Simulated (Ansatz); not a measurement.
`N[SiH2]F` + `N[SiH](O)S` → `N[SiH2]S[SiH](N)O` + H–F  (ligand exchange at the Si–F bond)

Program: Ansatz. Geometries: PBE0-D4/def2-TZVP. ΔE: electronic, gas phase. CBS: MP2 limit from def2 TZ/QZ plus the TZ coupled-cluster correction, frozen cores. This one scheme is used for every species. DFT in def2-TZVPP. Each species was taken in one conformer, which may not be the lowest.

Task: Is it downhill or uphill in electronic energy at CCSD(T)/CBS, and by how much? (Estimate.)

Result: The calculation gave: Uphill: ΔE = +15.6 kcal/mol.

Task: What do these levels give: B2PLYP, PBE0, SCS-MP2/def2-TZVPP, HF/def2-QZVPP, MP2/CBS(def2), CCSD/CBS(def2)? (Best estimate.)

Result: Computed: B2PLYP 19.1, PBE0 15.4, SCS-MP2/def2-TZVPP 17.8, HF/def2-QZVPP 26.8, MP2/CBS(def2) 14.1, CCSD/CBS(def2) 17.5 kcal/mol.

Largest T1 diagnostic among the species: 0.012.

In def2-TZVPP, CCSD(T) changes the Hartree–Fock value by −9.8 kcal/mol (the triples alone add −1.9 kcal/mol) and MP2 by −11.3 kcal/mol. The D4 term adds −4.6 kcal/mol with B3LYP and −2.6 kcal/mol with PBE0; it sums over pairs of atoms, weighted by their polarisabilities, and B3LYP, whose exchange is more repulsive, gets the larger term.

B3LYP here is the variant with VWN-RPA as its local correlation; programs differ in this.
